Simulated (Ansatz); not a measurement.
SbTe2⁺ (the lowest singlet isomer of a short search) was relaxed with PBE0-D4 (def2-SVP) in Ansatz in these states: charge +1 quintet, charge +1 singlet, charge +1 triplet. The geometries follow in no particular order.

In the def2 sets Sb, Te take a core potential; there is no spin–orbit coupling.

A:

Cartesian coordinates in Å:
```
Sb 1.073 -0.715 0.242
Te -0.748 -0.534 -1.822
Te -0.325 1.250 1.580
```

B:

Cartesian coordinates in Å:
```
Sb -1.2114 0.7998 0.3585
Te 0.1255 -1.4880 0.6255
Te 1.0860 0.6882 -0.9840
```

C:

```tsv
atom	x (Å)	y (Å)	z (Å)
Sb1	-0.6310	-1.3581	0.6650
Te2	0.9017	0.9767	0.8315
Te3	-0.2707	0.3814	-1.4965
```

Task: Judge from the bond lengths which geometry belongs to which state (an estimate).

Result: A is the charge +1 quintet (Te2–Te3 3.865 Å, Sb1–Te2 2.759 Å, Sb1–Te3 2.759 Å); B is the charge +1 singlet (Te2–Te3 2.872 Å, Sb1–Te2 2.663 Å, Sb1–Te3 2.663 Å); C is the charge +1 triplet (Te2–Te3 2.674 Å, Sb1–Te2 2.798 Å, Sb1–Te3 2.798 Å).

At PBE0-D4/def2-TZVP a singlet lies 1.96 eV below the charge +1 quintet. These are the stationary points nearest to one start from a short search; other shapes may lie lower in each state.
